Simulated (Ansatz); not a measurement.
Consider the ligand exchange at a B–C bond: `B/C=C(/O)OC` + `CN[SiH2]N` → `BN[SiH2]NC` + `C=C(O)OC`.

Gas-phase electronic energies from Ansatz, PBE0-D4/def2-TZVP geometries. CBS: MP2 limit from def2 TZ/QZ plus the TZ coupled-cluster correction, frozen cores. Functionals use def2-TZVPP. Each species was taken in one conformer, which may not be the lowest.

| level | ΔE (kcal/mol) |
| --- | --- |
| PBE-D4 | -23.9 |
| B2PLYP | -25.9 |
| r2SCAN | -24.0 |
| MP2/def2-TZVPP | -26.7 |
| SCS-MP2/def2-TZVPP | -27.1 |
| CCSD(T)/def2-TZVPP | -27.0 |
| SCS-MP2/def2-QZVPP | -27.1 |
| CCSD/CBS(def2) | -27.3 |

**Question.** What does CCSD(T)/CBS give? (An estimate is asked.)

**Answer.** The calculation gave: -27.0 kcal/mol. The listed levels differ from it by 3.1, 1.1, 3.0, 0.3, -0.1, 0.0, -0.1, -0.3 kcal/mol.

Largest T1 diagnostic among the species: 0.013.

From PBE to PBE0 (25 % exact exchange), in def2-TZVPP and without D4, ΔE moves by −0.9 kcal/mol.
